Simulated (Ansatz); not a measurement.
Total energies of BTBT, `c1ccc2c(c1)sc1c3ccccc3sc21` from Ansatz at PBE-D4/def2-SVP, gas phase (1 Eh = 27.2114 eV = 2625.5 kJ/mol). The reference geometry is relaxed at PBE-D4/def2-SVP.

```
                state   geometry  energy (Eh)
     charge 0 singlet  reference  -1333.11837
     charge 1 doublet  reference  -1332.85337
    charge -1 doublet  reference  -1333.12565
free C atom (triplet)          –    -37.75124
free S atom (triplet)          –   -397.80063
free H atom (doublet)          –     -0.49863
```

Task: Work out the vertical ionisation energy to the doublet.

Result: E(charge 1 doublet) − E(charge 0 singlet) = -1332.85337 − (-1333.11837) = 0.26500 Eh = 7.21 eV. For comparison, −ε of the highest occupied level is 5.09 eV at this level, 2.12 eV less.

Task: Work out the vertical electron affinity, to the doublet.

Result: E(charge 0 singlet) − E(charge -1 doublet) = -1333.11837 − (-1333.12565) = 0.00728 Eh = 0.20 eV. The basis lacks diffuse functions, which makes affinities too small.

Task: Give the fundamental gap IE − EA, the Mulliken electronegativity (IE + EA)/2 and the hardness (IE − EA)/2.

Result: From the values in Eh: IE − EA = 0.26500 − 0.00728 = 0.25772 Eh = 7.01 eV; (IE + EA)/2 = 3.70 eV; (IE − EA)/2 = 3.51 eV. The HOMO–LUMO gap of the same run is 2.94 eV, 4.07 eV smaller than the fundamental gap.

Task: What is the binding energy per atom against free atoms?

Result: Atoms: 14 × (-37.75124) + 2 × (-397.80063) + 8 × (-0.49863) = -1328.10766 Eh. Binding: -1328.10766 − (-1333.11837) = 5.01071 Eh = 136.35 eV, or 5.68 eV for each of 24 atoms (no zero-point energy, no counterpoise term).

At PBE-D4/def2-SVP the highest occupied level of the charge -1 doublet lies above zero (up to 1.84 eV). By energy differences its removal costs 0.20 eV (vertical, to the charge 0 singlet, at PBE-D4/def2-SVP); self-interaction error and the lack of diffuse functions both raise the level.
